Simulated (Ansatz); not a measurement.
Frontier orbitals of BrF₂H₂InOSi (`F[Si](F)(Br)[O][InH2]`).

Total charge 0; spin multiplicity 1. Correlated methods include outer-core shells of Br, In, which these sets cover unevenly. Scalar relativity is left out up to krypton. In takes the def2 core potential. The structure was optimised at the PBE0-D4/def2-TZVP level. It is one conformer, not always the lowest. Basis def2-TZVPP, the Gaussian-basis code of Ansatz.

A caution on the coupled-cluster cation, which keeps the state that its UHF reference found: large T1 diagnostic of the cation.

| functional | HOMO (eV) | LUMO (eV) | gap (eV) |
| --- | --- | --- | --- |
| PBE | -7.21 | -2.91 | 4.30 |
| revPBE | -7.14 | -2.78 | 4.36 |
| r2SCAN | -7.56 | -2.61 | 4.95 |
| PBE0 | -8.58 | -2.18 | 6.40 |
| B3LYP | -8.30 | -2.48 | 5.82 |
| r2SCANh | -8.07 | -2.36 | 5.71 |
| ωB97M-V | -10.83 | -0.68 | 10.15 |

**Question.** What is the vertical ionisation energy at frozen-core CCSD(T)/def2-TZVPP? (Estimate.)

**Answer.** The calculation gave: 11.04 eV (T1 of the cation 0.062).

Against PBE, PBE0 changes HOMO and LUMO by −1.37 and +0.73 eV, ωB97M-V by −3.62 and +2.23 eV. A gap of 4.30 eV thus becomes 10.15 eV for the same molecule, so an orbital gap means little without its functional. −ε(HOMO) differs from that ionisation energy by −3.83 eV with PBE and −0.21 eV with ωB97M-V.

B3LYP here is the variant with VWN-RPA as its local correlation; programs differ in this.
